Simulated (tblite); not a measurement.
Species: C3H4ClO2Si (doublet state).
Bonds: Cl1–C2, C2–C3 (double), C3–O4, O4–Si5, Si5–O6, O6–C7, C2–C7. Hydrogens: H8 on C3; H9, H10 on Si5; H11 on C7.

Structure optimised with GFN2-xTB, isolated species. This method treats the open shell by occupation alone, without spin polarisation.

Some entries are withheld. Bonds in one row agree within 0.01 Å.

| coordinate | value |
| --- | --- |
| Cl1–C2 | ? |
| C2=C3, C2–C7 | ? |
| C3–O4, O6–C7 | ? |
| O4–Si5, Si5–O6 | 1.645 Å |
| C3–H8, C7–H11 | 1.077 Å |
| Si5–H9, Si5–H10 | 1.451 Å |
| Cl1–C2–C3 | ? |
| C3–C2–C7 | 124.3° |
| C2–C3–O4 | ? |
| C3–O4–Si5 | ? |
| O4–Si5–O6 | 106.3° |

Question: Estimate the withheld lengths and angles.

Answer: 
- Cl1–C2 = 1.728 Å, drawn single (ends: chlorine bonded to C; carbon bonded to 2 C and Cl); 0.02 Å below the sum of covalent radii, 1.75 Å.
- C2=C3, C2–C7 = 1.378 Å, drawn with different orders but equal in length (ends: carbon bonded to 2 C and Cl; carbon bonded to C, O and H); 0.08 Å below the sum of covalent radii, 1.46 Å.
- C3–O4, O6–C7 = 1.349 Å, drawn single (ends: carbon bonded to C, O and H; oxygen bonded to C and Si); 0.04 Å below the sum of covalent radii, 1.39 Å.
- Cl1–C2–C3 = 117.9°, at the carbon bonded to 2 C and Cl; the outer atoms are 2.666 Å apart.
- C2–C3–O4 = 122.0°, at the carbon bonded to C, O and H, inside a 6-membered ring; the outer atoms are 2.385 Å apart.
- C3–O4–Si5 = 122.7°, at the oxygen bonded to C and Si, inside a 6-membered ring; the outer atoms are 2.631 Å apart.

Radii are Cordero's, carbon taken as 0.76, 0.73 or 0.69 Å for four, three, and two or fewer neighbours.

Its GFN2-xTB frequencies are all real (lowest 73 cm⁻¹).

Time: 0.14 s. Hardware: one thread, Arm Neoverse V1 (aarch64), no GPU (shared host). This is the geometry optimisation.

The numbers are calculated, not measured.
